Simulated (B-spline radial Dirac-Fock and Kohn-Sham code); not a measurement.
The computed values come from a radial atomic solver: multi-electron Dirac-Fock with separately optimised hole states, Breit and Lamb-shift corrections added in first order. Free neutral atoms.

Q: Order these X-ray lines by photon energy, lowest first.
A. Dy Lγ3
B. Gd Lα1
C. Yb Lβ3
D. Tm Lβ4
E. Pr Lα1
F. Gd Lβ4

A: E (5033.6 eV), B (6056.0 eV), F (6689.3 eV), D (8030.2 eV), C (8540.1 eV), A (8749.8 eV).
